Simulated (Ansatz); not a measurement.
Relaxation of AlCl2H5OSi (10 atoms, charge 0, multiplicity 1), to a largest force component of 0.03 eV/Å in at most 50 steps.

Level of theory: Ansatz, RKS PBE-D4/def2-SVP.

```xyz
10
Properties=species:S:1:pos:R:3:forces:R:3
Al -0.463 1.300 -2.194 -0.29 -0.46 -0.16
H 0.607 1.793 -1.198 0.44 0.32 0.35
Cl 0.079 0.089 -3.824 -0.02 0.02 -0.02
Cl -2.450 1.954 -1.999 -0.04 0.00 0.00
H 0.681 0.500 0.229 0.05 -0.02 0.12
O 0.403 -0.433 0.298 -0.10 0.19 -0.31
Si 0.303 -1.128 1.833 -0.02 -0.14 -0.01
H 1.162 -0.387 2.825 0.00 0.03 -0.02
H 0.794 -2.541 1.699 -0.03 0.03 0.03
H -1.117 -1.148 2.331 0.01 0.02 0.02
```

**Question.** Where does it end, and by what steps?

**Answer.** It converged. The force dipped under the threshold on the way, but the program's further checks kept it going. After 40 steps the energy has fallen by 1.124 eV; Cl3 moved furthest, 2.37 Å. Joined: Al1–O6 (3.16 → 1.97 Å).

| step | energy less start (eV) | largest force component (eV/Å) | accepted |
| --- | --- | --- | --- |
| 0 | 0.0000 | 0.455 | yes |
| 2 | -0.3007 | 0.717 | yes |
| 4 | -0.6299 | 0.983 | yes |
| 6 | -0.8212 | 0.446 | yes |
| 8 | -0.9515 | 0.479 | yes |
| 10 | -0.9918 | 0.328 | yes |
| 12 | -1.0274 | 0.211 | yes |
| 14 | -1.0495 | 0.300 | yes |
| 16 | -1.0627 | 0.263 | no |
| 18 | -1.0764 | 0.117 | yes |
| 20 | -1.0760 | 0.697 | no |
| 22 | -1.0859 | 0.211 | yes |
| 24 | -1.0895 | 0.150 | yes |
| 26 | -1.0921 | 0.315 | yes |
| 28 | -1.0905 | 0.611 | no |
| 30 | -1.0995 | 0.243 | yes |
| 32 | -1.1064 | 0.420 | yes |
| 34 | -1.1137 | 0.412 | yes |
| 36 | -1.1196 | 0.129 | no |
| 38 | -1.1231 | 0.028 | yes |
| 40 | -1.1235 | 0.011 | yes |

```xyz
10
Properties=species:S:1:pos:R:3
Al -0.156 0.914 -1.457
H 1.179 1.384 -2.167
Cl -0.949 -1.014 -1.994
Cl -1.616 2.418 -0.931
H -0.306 1.185 0.916
O 0.235 0.520 0.431
Si 0.361 -1.074 1.153
H 0.885 -0.815 2.533
H 1.349 -1.796 0.303
H -0.983 -1.722 1.212
```

Time of the run: 36 s on 2 threads of AMD EPYC 9R45 96-Core Processor (Zen 5), on a shared host, peak memory 0.18 GiB.
